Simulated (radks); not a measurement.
Tm XI, 59 electrons, occupied as [Kr] 4d10 4f(5/2: 6, 7/2: 3) 5s2 5p(1/2: 2, 3/2: 0) (not the ground configuration). Calculated with a radial shooting solver on a logarithmic mesh with Libxc functionals: Dirac Kohn-Sham, relativistic LDA (MacDonald-Vosko exchange, VWN5 correlation), spin-unpolarised, spherical densities, finite nucleus; Fermi nuclear charge, rms radius 5.2256 fm.

Unscreened Slater integrals over Kohn-Sham orbitals (cm^-1). Large and small components are both included. Empty in this configuration: 5p3/2.

\begin{tabular}{lr}
integral & value \\ \hline
F0(4f7/2,4f7/2) & 314770 \\
F2(4f7/2,4f7/2) & 155190 \\
F4(4f7/2,4f7/2) & 98534 \\
F6(4f7/2,4f7/2) & 71226 \\
F0(4f7/2,5p1/2) & 204620 \\
G4(4f7/2,5p1/2) & 26769 \\
F0(4f7/2,4f5/2) & 316240 \\
F2(4f7/2,4f5/2) & 155860 \\
F4(4f7/2,4f5/2) & 98949 \\
G2(4f7/2,4f5/2) & 155360 \\
G4(4f7/2,4f5/2) & 98646 \\
G6(4f7/2,4f5/2) & 71308 \\
F0(4f7/2,5s1/2) & 214250 \\
G3(4f7/2,5s1/2) & 33727 \\
F0(4f7/2,5p3/2) & 196640 \\
F2(4f7/2,5p3/2) & 67119 \\
G2(4f7/2,5p3/2) & 27533 \\
G4(4f7/2,5p3/2) & 23315 \\
F0(5p1/2,5p1/2) & 171260 \\
F0(5p1/2,4f5/2) & 204990 \\
G2(5p1/2,4f5/2) & 31762 \\
F0(5p1/2,5s1/2) & 176130 \\
G1(5p1/2,5s1/2) & 122510 \\
F0(5p1/2,5p3/2) & 166970 \\
G2(5p1/2,5p3/2) & 89967 \\
F0(4f5/2,4f5/2) & 317730 \\
F2(4f5/2,4f5/2) & 156550 \\
F4(4f5/2,4f5/2) & 99383 \\
F0(4f5/2,5s1/2) & 214660 \\
G3(4f5/2,5s1/2) & 33184 \\
F0(4f5/2,5p3/2) & 196970 \\
F2(4f5/2,5p3/2) & 66669 \\
G2(4f5/2,5p3/2) & 27016 \\
G4(4f5/2,5p3/2) & 22941 \\
F0(5s1/2,5s1/2) & 181600 \\
F0(5s1/2,5p3/2) & 171340 \\
G1(5s1/2,5p3/2) & 115270 \\
F0(5p3/2,5p3/2) & 163130 \\
F2(5p3/2,5p3/2) & 89080 \\
\end{tabular}
